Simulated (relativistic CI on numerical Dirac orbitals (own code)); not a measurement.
**Sensitivity of the levels of Tl VIII to α and to the nuclear radius**

These numbers are calculated, not measured: Dirac-Coulomb-Breit CI, KLI orbitals optimised for each configuration, derivatives by finite differences, unscaled Slater integrals, QED left out (own radial code, finite nucleus).

Configuration list (outside the closed core [Kr] 4d10 4f14 5p6): 5s2 5d6, 5s2 5d5 6s, 5s2 5d5 5f, 5s2 5d4 6s2, 5s2 5d5 6d, 5d8. Levels of other configurations are missing.

With x = (α/α₀)² − 1 an excitation energy changes as ω = ω₀ + qx; K = 2q/ω₀ is the relative enhancement. Terms are leading LS components, so labels can repeat. The field-shift factor is F = δν/δ⟨r²⟩ for the transition from the lowest level.

Lowest level 5s2 5d6 5D_4.

```tsv
Level	ω₀ (cm⁻¹)	q (cm⁻¹)	F (GHz/fm²)
5s2 5d6 5D_2	9049.7	501.6	0.703
5s2 5d6 5D_3	13176.6	16690	1.79
5s2 5d6 5D_0	17203.1	11240	1.91
5s2 5d6 5D_1	17975.4	17740	2.17
5s2 5d6 3H_4	24241.2	6874	1.45
5s2 5d6 3G_5	31688.3	12220	1.7
5s2 5d6 3H_6	32055.7	13220	1.05
5s2 5d6 5D_2	35941.0	22070	3.04
5s2 5d6 3F_3	37782.0	14550	3.1
5s2 5d6 3F_2	39448.4	17730	3.1
5s2 5d6 1S_0	46700.9	22390	5.85
5s2 5d6 3H_4	47046.8	27160	3.07
5s2 5d6 3D_1	49034.6	18440	5.29
```

At this charge configurations can still be misplaced by up to about 7 % of their energy. Terms inside the open d or f shell come out 10 to 20 % too wide with unscaled integrals. Levels and lines within the n = 5 or 6 shells can be off by up to 10 % or somewhat more, and those that change n by about 2 %, since core polarisation is missing.

Problem. Which transition from the lowest level has the largest |K|?

Solution. 5s2 5d6 5D_3 at 13176.6 cm⁻¹, K = 2.53.
